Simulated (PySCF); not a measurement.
## A small calculation by hand: oscillator strength and radiative lifetime

FH7OSi3, SMILES O[SiH2][Si@H](F)[SiH3].

Geometry optimised at PBE0-D3(BJ)/def2-SVP. The structure was generated by enumeration; whether it is a known compound was not checked. The values are those of a single conformer.

PySCF with TDA-CAM-B3LYP/def2-SVPD puts the first singlet state with f over 0.02 at 5.56 eV (vertical), with the transition dipole (-0.428, 0.276, 0.208) in atomic units.

Q: Find the oscillator strength, the wavelength and the radiative lifetime that this transition would have in vacuum if emission retraced absorption.

A: 
|μ|² = 0.3026 au, so |μ| = 1.40 D. ΔE = 5.56/27.211 = 0.2043 hartree. f = (2/3) ΔE |μ|² = 0.041 (the program prints 0.041).
λ = 1239.84/5.56 = 223 nm; ν = 44844 cm⁻¹.
Einstein's coefficient A = 0.6670 ν² f s⁻¹ (ν in cm⁻¹) = 5.5e7 s⁻¹, so τ = 1/A = 18 ns. This state is S1. The figure is the radiative limit of this one transition; relaxation, internal conversion, crossing to triplets and a medium change what is measured.
